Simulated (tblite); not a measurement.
Compound: C₆H₁₂OP₂.
Cartesian coordinates in Å at the GFN2-xTB level; atoms count from 1:
```xyz
21
C6H12OP2 angstrom
C      2.7941    0.5745    1.5378
C      2.3248    0.6376    0.4379
C      1.7106    0.6858   -0.8603
P      0.1479   -0.3142   -0.8828
C      0.7398   -2.0495   -0.8108
O     -0.6839   -0.0226   -2.0667
P     -0.8288    0.0572    1.0742
C     -1.2200    1.8174    0.6626
C     -2.4287   -0.6927    0.5306
H      3.2241    0.5326    2.4932
H      1.4403    1.7103   -1.1326
H      2.3720    0.2830   -1.6336
H      1.2941   -2.2637   -1.7232
H      1.3686   -2.1996    0.0619
H     -0.1259   -2.7071   -0.7636
H     -2.0227    2.1628    1.3130
H     -1.5315    1.9023   -0.3792
H     -0.3417    2.4358    0.8425
H     -3.2253   -0.3343    1.1811
H     -2.6429   -0.4221   -0.5036
H     -2.3738   -1.7766    0.6214
```

Computed values, GFN2-xTB/tblite, gas phase, harmonic and unscaled. This tight-binding method is rough: wavenumbers can miss measured ones by several per cent, in bad cases by 10 to 20. One conformer, not necessarily the lowest.

Harmonic wavenumbers (cm⁻¹): 26.4, 50.6, 81.7, 127.8, 140.5, 166.1, 175.1, 197.4, 204.8, 215.0, 239.3, 269.8, 294.2, 311.8, 330.4, 393.2, 458.0, 628.7, 637.5, 702.7, 711.4, 729.0, 743.0, 785.2, 828.7, 842.0, 852.6, 864.9, 903.4, 948.7, 1006.2, 1065.2, 1164.4, 1228.2, 1303.3, 1311.9, 1316.9, 1394.9, 1420.9, 1430.1, 1435.6, 1441.8, 1447.9, 1456.8, 2287.2, 2922.1, 2937.5, 2977.0, 2982.7, 2998.5, 2998.8, 3004.9, 3009.3, 3010.4, 3011.8, 3035.6, 3401.6.

A = 1435, B = 1041, C = 830.2 MHz; mass 162.036 u (most abundant isotopes); point group C1, symmetry number 1.

What is the zero-point energy?

Half the sum of the wavenumbers: 35431 cm⁻¹ = 423.84 kJ/mol.

Give the ideal-gas entropy at 400 K and 1 bar in the rigid-rotor, harmonic-oscillator model (classical rotation).

Translation 178.42, rotation 128.93, vibration 242.65: S = 550.0 J/(mol K).

And Cp and H(400 K) − H(0)?

Cp = 248.93 J/(mol K), of which vibrations give 215.67 (their classical limit is 57 R = 473.9); H(400 K) − H(0) = 61.49 kJ/mol without the zero-point energy, 48.19 from vibrations.

Which modes carry the vibrational entropy at 400 K?

26.4 cm⁻¹: 27.89; 50.6 cm⁻¹: 22.49; 81.7 cm⁻¹: 18.53; 127.8 cm⁻¹: 14.85; 140.5 cm⁻¹: 14.08; 166.1 cm⁻¹: 12.72 J/(mol K); the other 51 give 132.10 together.

Blend soft modes into free rotors: weight 1/[1 + (100 cm⁻¹/ν̃)⁴] for the oscillator and the rest for a rotor with moment μB/(μ + B), μ = h/(8π²ν), B = 10⁻⁴⁴ kg m². What vibrational entropy results?

222.64 J/(mol K) in place of 242.65, which changes −T·S at 400 K by +8.01 kJ/mol.

What must be added to the electronic energy to get the Gibbs energy at 400 K and 1 bar?

ZPE + [H(400 K) − H(0)] − T·S = 423.84 + 61.49 − 220.00 = 265.33 kJ/mol.

Hindered rotation and anharmonicity are outside this model. Other conformers, if any are populated, would add a mixing term that is left out. The structure is chiral; the term R ln 2 for an equal mix with its mirror image is left out.

The run took 1.1 s wall on one thread, Arm Neoverse V1 (aarch64), shared host with 32 logical CPUs at a one-minute load of 18. The figure is for the frequency step alone.
